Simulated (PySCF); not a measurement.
Geometry:
```csv
atom,x (Å),y (Å),z (Å)
O1,-2.539,-0.535,0.843
Si2,-2.036,0.505,-0.361
C3,-0.170,0.457,-0.501
C4,0.570,-0.406,0.215
Si5,2.429,-0.522,0.134
Cl6,3.118,0.868,-1.241
H7,-2.462,-0.214,1.745
H8,-2.670,0.035,-1.623
H9,-2.469,1.912,-0.082
H10,0.345,1.147,-1.185
H11,0.049,-1.100,0.891
H12,3.050,-0.216,1.454
H13,2.871,-1.876,-0.306
```

Geometry: PBE0-D3(BJ)/def2-SVP; GIAO shifts from PySCF 2.14.0 with density-fitted response routines, gas phase, non-relativistic, averaged over equivalent atoms.

At B97-D/pcSseg-1 (158 basis functions, 12 s wall time on 1 thread of an AMD EPYC 9R45 96-Core, shared host):
```json
{"atoms": "O1", "δ (ppm)": "11.5"}
{"atoms": "Si5", "δ (ppm)": "-17.3"}
{"atoms": "Si2", "δ (ppm)": "-29.4"}
{"atoms": "C3", "δ (ppm)": "155.6"}
{"atoms": "C4", "δ (ppm)": "142.9"}
{"atoms": "Cl6", "δ (ppm)": "-82.6"}
{"atoms": "H10", "δ (ppm)": "7.19"}
{"atoms": "H11", "δ (ppm)": "6.86"}
{"atoms": "H12/H13", "δ (ppm)": "5.29"}
{"atoms": "H8/H9", "δ (ppm)": "5.09"}
{"atoms": "H7", "δ (ppm)": "0.53"}
```

References, each an isolated molecule treated in the same way: $^{17}$O (σ = 330.37 ppm) vs H2O; TMS for $^{29}$Si (σ = 347.23 ppm) and $^{13}$C (σ = 179.17 ppm) and $^{1}$H (σ = 31.41 ppm); $^{35}$Cl (σ = 925.42 ppm) vs HCl.

Question: What do these become at KT2/pcSseg-1?

Answer: 
| atoms | δ at KT2/pcSseg-1 | change |
| --- | --- | --- |
| O1 | 11.1 | -0.4 |
| Si5 | -16.1 | +1.2 |
| Si2 | -23.8 | +5.6 |
| C3 | 151.0 | -4.6 |
| C4 | 138.5 | -4.4 |
| Cl6 | -72.0 | +10.6 |
| H10 | 7.07 | -0.12 |
| H11 | 6.77 | -0.09 |
| H12/H13 | 5.46 | +0.17 |
| H8/H9 | 5.28 | +0.19 |
| H7 | 0.44 | -0.09 |

Referencing at the same level of theory: $^{17}$O (330.66 ppm) vs H2O; TMS for $^{29}$Si (361.05 ppm), $^{13}$C (183.22 ppm), $^{1}$H (31.18 ppm); $^{35}$Cl (942.74 ppm) against HCl.

The largest change is at Cl6 (chlorine bonded to Si). Cost: 158 basis functions, 13 s wall time on 1 thread of an AMD EPYC 9R45 96-Core, shared host.

Experimental scales use liquid or dissolved standards, which lie at an offset from isolated H2O (liquid H2O: subtract about 36 ppm).
